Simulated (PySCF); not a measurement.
# Sulfur: a sound run and one with changed settings

Sound run: S⁺ [Ne] 3s2 3p3, S²⁺ [Ne] 3s2 3p2. All numbers are calculated (PySCF 2.14, the spin-free X2C one-electron Hamiltonian (Gaussian nucleus), in cc-pVDZ-DK (4s3p1d, 18 functions)). In the sound run the correlated levels freeze [Ne]. The sound run starts from symmetry-adapted Hartree-Fock orbitals and uses a fine grid where one is needed.

Changed run: basis STO-3G, all-electron and non-relativistic. This setting is unsound on purpose.

| species | method | sound run (hartree) | changed run (hartree) | converged |
| --- | --- | --- | --- | --- |
| S⁺ | UHF | -398.23931 | -392.92422 | yes |
| S⁺ | LDA | -397.40531 | -391.98220 | yes |
| S⁺ | MN15 | -398.83384 | -392.39063 | yes |
| S⁺ | MP2 | -398.30715 | -392.92422 | yes |
| S²⁺ | UHF | -397.40362 | -392.09347 | yes |
| S²⁺ | LDA | -396.54442 | -391.12834 | yes |
| S²⁺ | MN15 | -397.97443 | -391.53623 | yes |
| S²⁺ | MP2 | -397.45603 | -392.10181 | yes |
| S²⁺ | CCSD(T) | -397.47824 | -392.10822 | yes |

Ionisation energy of S⁺:

```
 method  sound run (eV)  changed run (eV)
    UHF          22.740            22.606
    LDA          23.426            23.235
   MN15          23.386            23.249
    MP2          23.160            22.379
SCS-MP2          23.008            22.334
```

A minimal basis cannot let orbitals breathe on ionisation and holds almost no correlation. The Hamiltonian changed with the basis, so the totals do not compare.

For comparison, NIST gives 23.338 eV between the lowest levels.
